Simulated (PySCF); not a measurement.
**Correlation energy of Ga (gallium, neutral)**

[Ar] 3d10 4s2 4p1, 2P determinant. Computed with PySCF 2.14 in aug-cc-pVTZ-DK, with scalar relativity by spin-free X2C-1e. Frozen: [Ar] 3d10; 3 electrons correlated.

| level | correlation energy (mhartree) |
| --- | --- |
| CCSD | -46.27 |
| (T) | -0.87 |
| CCSD(T) | -47.14 |
| CCSDT | -47.45 |

Diagnostics: T1 = 0.013, D1 = 0.0308, largest double amplitude 0.051.

Question: Is a single reference adequate?

Answer: Yes, within this model without spin-orbit coupling: T1 lies below 0.03 and no double amplitude reaches 0.07.
